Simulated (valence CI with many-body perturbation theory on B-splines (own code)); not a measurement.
## Energy levels of Sb³⁷⁺

Calculated by relativistic CI+MBPT: four valence electrons over a frozen Dirac-Fock core [Ne], a basis of 11 s, 11 p, 10 d, 8 f, 5 g, 2 h functions for each j, with the one-electron correlation potential Σ1, the two-electron term Σ2, the three-electron term Σ3, Breit, model QED; selected CI, second order for the rest, scaled by the run's own slope (own B-spline code, finite nucleus).

The last digits are not significant, and no measured levels were compared; by estimate large intervals hold to a few tenths of a per cent, small ones and those within an open d or f shell to about a per cent. Among the levels kept, up to 680 cm⁻¹ of a level comes from second order outside the variational space, and about a tenth of that is noise between levels of different J, which matters for small intervals.

Levels 46 to 90 of 175, with energies above the lowest level, (3s^2 3p1/2^2) J=0. "Leading %" is the weight of the configuration and term that name the level; weights of strongly mixed levels are sums over their largest components and can fall short. In the jj column 3d3/2^4 stands for four electrons in 3d with j = 3/2.

| No. | Configuration | Term | J | E (× 10³ cm⁻¹) | Leading % | Leading jj | Second component |
| --- | --- | --- | --- | --- | --- | --- | --- |
| 46 | 3s3p²3d | ⁵P | 1 | 2909.2 | 58 | 3s 3p1/2 3p3/2 3d3/2 (75 %) | 20 % 3s3p²3d ³P |
| 47 | 3s3p²3d | ⁵D | 3 | 2946.8 | 25 | 3s 3p1/2 3p3/2 3d5/2 (51 %) | 21 % 3s3p²3d ³G |
| 48 | 3s3p²3d | ³G | 3 | 2951.5 | 36 | 3s 3p1/2 3p3/2 3d3/2 (69 %) | 33 % 3s3p²3d ¹F |
| 49 | 3s3p²3d | ³D | 1 | 2979.0 | 41 | 3s 3p1/2 3p3/2 3d3/2 (72 %) | 18 % 3s3p²3d ¹P |
| 50 | 3s3p²3d | ¹D | 2 | 2998.1 | 24 | 3s 3p1/2 3p3/2 3d5/2 (62 %) | 20 % 3s3p²3d ³P |
| 51 | 3s3p²3d | ¹G | 4 | 3020.6 | 47 | 3s 3p1/2 3p3/2 3d5/2 (68 %) | 20 % 3s3p²3d ³F |
| 52 | 3s3p²3d | ³D | 3 | 3038.6 | 53 | 3s 3p1/2 3p3/2 3d5/2 (61 %) | 29 % 3s3p²3d ³F |
| 53 | 3s3p²3d | ³D | 1 | 3056.8 | 60 | 3s 3p1/2 3p3/2 3d3/2 (84 %) | 13 % 3s3p²3d ³P |
| 54 | 3s3p²3d | ³P | 0 | 3077.1 | 79 | 3s 3p1/2 3p3/2 3d3/2 (55 %) | 16 % 3s²3d² ³P |
| 55 | 3s3p²3d | ³G | 4 | 3082.5 | 54 | 3s 3p1/2 3p3/2 3d5/2 (86 %) | 30 % 3s3p²3d ³F |
| 56 | 3s3p²3d | ³D | 3 | 3086.4 | 29 | 3s 3p1/2 3p3/2 3d5/2 (82 %) | 19 % 3s3p²3d ¹F |
| 57 | 3s3p²3d | ³D | 1 | 3100.3 | 68 | 3s 3p1/2 3p3/2 3d5/2 (86 %) | 12 % 3s3p²3d ¹P |
| 58 | 3s3p²3d | ³F | 2 | 3113.1 | 39 | 3s 3p1/2 3p3/2 3d3/2 (70 %) | 10 % 3s3p²3d ¹D |
| 59 | 3s3p²3d | ³P | 1 | 3163.7 | 39 | 3s 3p1/2 3p3/2 3d5/2 (83 %) | 26 % 3s3p²3d ³S |
| 60 | 3s3p²3d | ³D | 2 | 3172.2 | 31 | 3s 3p1/2 3p3/2 3d5/2 (72 %) | 14 % 3s3p²3d ³P |
| 61 | 3s3p²3d | ³F | 3 | 3175.1 | 37 | 3s 3p1/2 3p3/2 3d5/2 (75 %) | 25 % 3s3p²3d ¹F |
| 62 | 3s3p²3d | ³P | 0 | 3183.2 | 48 | 3s 3p1/2 3p3/2 3d5/2 (42 %) | 18 % 3s3p²3d ¹S |
| 63 | 3s3p²3d | ³D | 2 | 3218.2 | 44 | 3s 3p1/2 3p3/2 3d5/2 (70 %) | 17 % 3s3p²3d ³P |
| 64 | 3s3p²3d | ³D | 2 | 3251.4 | 32 | 3p1/2 3p3/2^3 (27 %) | 29 % 3p⁴ ¹D |
| 65 | 3s3p²3d | ³F | 4 | 3281.6 | 30 | 3s 3p3/2^2 3d5/2 (63 %) | 30 % 3s3p²3d ⁵D |
| 66 | 3p⁴ | ³P | 1 | 3292.2 | 46 | 3p1/2 3p3/2^3 (46 %) | 15 % 3s3p²3d ¹P |
| 67 | 3s3p²3d | ³D | 3 | 3310.5 | 29 | 3s 3p3/2^2 3d3/2 (57 %) | 18 % 3s²3d² ³F |
| 68 | 3s3p²3d | ³D | 2 | 3320.4 | 25 | 3s 3p3/2^2 3d3/2 (55 %) | 19 % 3s3p²3d ⁵P |
| 69 | 3s3p²3d | ⁵P | 1 | 3322.7 | 20 | 3s 3p3/2^2 3d3/2 (58 %) | 18 % 3s3p²3d ¹P |
| 70 | 3s3p²3d | ³G | 5 | 3371.9 | 61 | 3s 3p3/2^2 3d5/2 (92 %) | 39 % 3s3p²3d ⁵F |
| 71 | 3s²3d² | ³F | 2 | 3374.6 | 55 | 3s^2 3d3/2^2 (67 %) | 12 % 3s²3d² ¹D |
| 72 | 3s3p²3d | ¹S | 0 | 3378.5 | 41 | 3s 3p3/2^2 3d5/2 (55 %) | 24 % 3s3p²3d ³P |
| 73 | 3s3p²3d | ³F | 4 | 3387.8 | 54 | 3s 3p3/2^2 3d3/2 (50 %) | 22 % 3s²3d² ¹G |
| 74 | 3s3p²3d | ³P | 0 | 3461.4 | 39 | 3s^2 3d3/2^2 (41 %) | 34 % 3s²3d² ³P |
| 75 | 3s²3d² | ³F | 3 | 3483.1 | 57 | 3s^2 3d3/2 3d5/2 (57 %) | 11 % 3s3p²3d ³D |
| 76 | 3s²3d² | ¹D | 2 | 3497.7 | 22 | 3s^2 3d5/2^2 (44 %) | 20 % 3s²3d² ³P |
| 77 | 3s3p²3d | ³P | 1 | 3516.0 | 29 | 3s 3p3/2^2 3d3/2 (45 %) | 19 % 3s3p²3d ³D |
| 78 | 3s²3d² | ¹D | 2 | 3527.7 | 25 | 3s^2 3d3/2 3d5/2 (51 %) | 16 % 3s²3d² ³P |
| 79 | 3s3p²3d | ³D | 3 | 3537.4 | 43 | 3s 3p3/2^2 3d5/2 (77 %) | 28 % 3s3p²3d ¹F |
| 80 | 3s3p²3d | ³F | 4 | 3543.2 | 39 | 3s^2 3d3/2 3d5/2 (34 %) | 26 % 3s²3d² ¹G |
| 81 | 3s3p²3d | ³S | 1 | 3544.4 | 27 | 3s 3p3/2^2 3d5/2 (61 %) | 22 % 3s3p²3d ¹P |
| 82 | 3s3p²3d | ³P | 0 | 3594.3 | 49 | 3s 3p3/2^2 3d3/2 (48 %) | 26 % 3s²3d² ³P |
| 83 | 3s²3d² | ³P | 1 | 3601.4 | 36 | 3s 3p3/2^2 3d3/2 (47 %) | 35 % 3s3p²3d ³D |
| 84 | 3s3p²3d | ³D | 3 | 3609.2 | 44 | 3s 3p3/2^2 3d5/2 (57 %) | 32 % 3s3p²3d ³F |
| 85 | 3s²3d² | ³F | 4 | 3615.0 | 56 | 3s^2 3d5/2^2 (55 %) | 33 % 3s3p²3d ³F |
| 86 | 3s3p²3d | ³D | 2 | 3623.7 | 47 | 3s 3p3/2^2 3d3/2 (69 %) | 11 % 3s²3d² ³P |
| 87 | 3s3p²3d | ³D | 1 | 3637.6 | 39 | 3s 3p3/2^2 3d3/2 (72 %) | 15 % 3s3p²3d ³P |
| 88 | 3s3p²3d | ³D | 3 | 3647.3 | 51 | 3s 3p3/2^2 3d5/2 (51 %) | 12 % 3s3p²3d ¹F |
| 89 | 3p³3d | ³F° | 2 | 3673.2 | 23 | 3p1/2^2 3p3/2 3d3/2 (77 %) | 14 % 3p³3d ³D° |
| 90 | 3s3p²3d | ¹D | 2 | 3676.0 | 16 | 3s 3p3/2^2 3d3/2 (55 %) | 13 % 3s²3d² ³P |

Where two levels of one J and parity lie close, their mixing, g and order are uncertain.
